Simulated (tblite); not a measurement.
Q: Write Cartesian coordinates for `CC#CC(=O)OC[C@H]1C[SiH2]1` as optimised with GFN2-xTB.

A: 
```xyz
20
C7H10O2Si angstrom
C      4.7186    0.1283    0.2511
C      3.3673    0.1961   -0.2433
C      2.2336    0.2370   -0.6434
C      0.8984    0.3691   -1.1650
O      0.5407    1.2684   -1.8834
O      0.1244   -0.6415   -0.7530
C     -1.2425   -0.6096   -1.1731
C     -2.0641    0.3127   -0.3106
C     -3.5492   -0.0346   -0.1338
Si    -2.5403   -0.1777    1.4499
H      5.2619    1.0306   -0.0267
H      5.2228   -0.7389   -0.1743
H      4.7107    0.0342    1.3365
H     -1.2786   -0.2992   -2.2253
H     -1.5872   -1.6418   -1.0824
H     -1.8596    1.3551   -0.5286
H     -3.8809   -0.9265   -0.6483
H     -4.2415    0.7823   -0.2812
H     -2.1835   -1.5079    1.9059
H     -2.6564    0.8749    2.4419
```

Any rigid rotation of these coordinates is as good. Atoms count from 1 in this order. The C–C distances run from 1.203 Å (C2≡C3, drawn triple) to 1.535 Å (C8–C9, drawn single), a spread of 0.332 Å. The 3 C–O bonds span 1.205 Å (C4=O5, drawn double) to 1.430 Å (O6–C7, drawn single), a spread of 0.225 Å. The 3-membered ring C8–C9–Si10 has internal angles of 48.0° to 66.2°. Si10 (SiH2 silicon) has angles from 48.0° to 118.5°.

Bonds between heavy atoms (Å): C1–C2 1.441, C2≡C3 1.203, C3–C4 1.440, C4=O5 1.205, C4–O6 1.338, O6–C7 1.430, C7–C8 1.507, C8–C9 1.535, C9–Si10 1.883, C8–Si10 1.889.

Structure optimised with GFN2-xTB, isolated species.

Point group: C1 (no symmetry element, even within 0.4 Å). Its lowest GFN2-xTB frequency is 4i cm⁻¹, too small to tell a flat minimum from a shallow saddle. One conformer, not necessarily the lowest (C3–C4–O6–C7 178°, C4–O6–C7–C8 -81°, O6–C7–C8–C9 -150°).

Hardware: Arm Neoverse N1, one thread, no GPU, shared host with 64 logical CPUs at a one-minute load of 63. Cost: 2.3 s. These figures are those of the optimisation.

The numbers are calculated, not measured.
